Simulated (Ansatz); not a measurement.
Cu3⁺. Total charge 1; triplet. Geometry r2SCAN-D4/def2-TZVP, that of the neutral doublet; atoms count from 1.

```xyz
3

Cu    0.888   -0.737   -0.554
Cu   -1.307   -0.097   -0.485
Cu    0.419    0.834    1.039
```

At PBE0-D4/def2-TZVP a singlet of charge 1 lies 2.93 eV below the triplet at the same geometry. The structure comes from a short search, and lower isomers may exist.

**Question.** Estimate the Mulliken populations from the PBE0/def2-TZVP orbitals of Ansatz.

**Answer.** 
| atom | charge (e) | spin (α − β) | d electrons |
| --- | --- | --- | --- |
| Cu1 | 0.48 | 0.35 | 9.91 |
| Cu2 | 0.26 | 0.84 | 9.82 |
| Cu3 | 0.26 | 0.82 | 9.82 |
Mulliken values and Mayer orders depend strongly on the basis.

**Question.** Where does the spin sit?

**Answer.** Summed by element: Cu 2.00, of 2 unpaired in all. Largest on single atoms: Cu2 0.84, Cu3 0.82, Cu1 0.35.

**Question.** And the Mayer bond orders between bonded heavy atoms (over 0.3)?

**Answer.** Cu1–Cu2 0.51 (2.29 Å); Cu1–Cu3 0.51 (2.29 Å); Cu2–Cu3 0.38 (2.48 Å).
